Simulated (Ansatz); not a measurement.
Ba2O. Charge 0, multiplicity 1. Geometry PBE0-D4/def2-TZVP, that of the neutral singlet.

```xyz
3

Ba   -0.3356   -0.1391   -1.9636
Ba   -0.0060    0.6185    1.8987
O     0.3415   -0.4794    0.0649
```

In the def2 sets Ba takes a core potential; there is no spin–orbit coupling. At r2SCAN-D4/def2-TZVP, PBE0-D4/def2-TZVP the unrestricted singlet has broken spin symmetry (⟨S²⟩ up to 0.60). The structure comes from a short search, and lower isomers may exist.

Estimate the orbital energies around the gap (eV) in Ansatz with PBE-D4/def2-TZVP, r2SCAN-D4/def2-TZVP, PBE0-D4/def2-TZVP.


| orbital | PBE-D4/def2-TZVP | r2SCAN-D4/def2-TZVP | PBE0-D4/def2-TZVP |
| --- | --- | --- | --- |
| HOMO−5 | -17.19 | -17.91 | -18.83 |
| HOMO−4 | -15.26 | -15.98 | -16.99 |
| HOMO−3 | -5.85 | -6.16 | -7.21 |
| HOMO−2 | -5.75 | -6.05 | -7.10 |
| HOMO−1 | -5.54 | -5.79 | -6.87 |
| HOMO | -2.52 | -2.67 | -2.95 |
| LUMO | -1.89 | -1.57 | -1.45 |
| LUMO+1 | -1.10 | -1.15 | -0.73 |
| LUMO+2 | -1.06 | -1.06 | -0.68 |
| LUMO+3 | -0.90 | -0.93 | -0.39 |
| LUMO+4 | -0.86 | -0.89 | -0.39 |
| LUMO+5 | -0.75 | -0.71 | -0.35 |
| β HOMO | -2.52 | -2.67 | -2.95 |
| β LUMO | -1.89 | -1.57 | -1.45 |
